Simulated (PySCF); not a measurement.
Job for PySCF: D3(BJ) and D4 dispersion corrections on Si2H6 (SMILES [SiH3][SiH3]).

```python
from pyscf import gto
from pyscf.dispersion import dftd3, dftd4

mol = gto.M(
    atom='''
    Si    0.90472711   -0.88339203    3.80382471
    Si   -0.78203885    0.74549045    3.78194653
    H     0.31692644   -2.23260008    3.62243521
    H     1.61395711   -0.84684032    5.10654502
    H     1.89049451   -0.64340485    2.72399716
    H    -1.62715211    0.62024697    2.57021659
    H    -0.18916473    2.10433682    3.80574406
    H    -1.65107608    0.58536787    4.97365151
    ''',
    basis='def2-svp',
    charge=0, spin=0, verbose=0, max_memory=1800)
d3, d4 = {}, {}
for xc in ['hf', 'pbe', 'blyp', 'revpbe', 'tpss', 'r2scan', 'b3lyp', 'pbe0', 'bhlyp', 'camb3lyp', 'b2plyp']:
    d3[xc] = float(dftd3.DFTD3Dispersion(mol, xc=xc, version='d3bj', atm=False).get_dispersion()['energy'])
    print(f'D3(BJ) {xc:10s} {d3[xc]:14.8f} Eh')
for xc in ['hf', 'pbe', 'blyp', 'revpbe', 'tpss', 'r2scan', 'b3lyp', 'pbe0', 'bhlyp', 'camb3lyp', 'b2plyp']:
    d4[xc] = float(dftd4.DFTD4Dispersion(mol, xc={'camb3lyp': 'cam-b3lyp'}.get(xc, xc), atm=True).get_dispersion()['energy'])
    print(f'D4     {xc:10s} {d4[xc]:14.8f} Eh')
```

Output:

```
D3(BJ) hf            -0.04238809 Eh
D3(BJ) pbe           -0.00503919 Eh
D3(BJ) blyp          -0.01125183 Eh
D3(BJ) revpbe        -0.01227072 Eh
D3(BJ) tpss          -0.00650535 Eh
D3(BJ) r2scan        -0.00138357 Eh
D3(BJ) b3lyp         -0.00931944 Eh
D3(BJ) pbe0          -0.00451020 Eh
D3(BJ) bhlyp         -0.00782177 Eh
D3(BJ) camb3lyp      -0.00432954 Eh
D3(BJ) b2plyp        -0.00461728 Eh
D4     hf            -0.01641826 Eh
D4     pbe           -0.00476564 Eh
D4     blyp          -0.01042844 Eh
D4     revpbe        -0.01379046 Eh
D4     tpss          -0.00641098 Eh
D4     r2scan        -0.00111334 Eh
D4     b3lyp         -0.00774177 Eh
D4     pbe0          -0.00401867 Eh
D4     bhlyp         -0.00625514 Eh
D4     camb3lyp      -0.00410001 Eh
D4     b2plyp        -0.00330158 Eh
```

The run finished.

Cost: roughly 0.04 core-seconds.
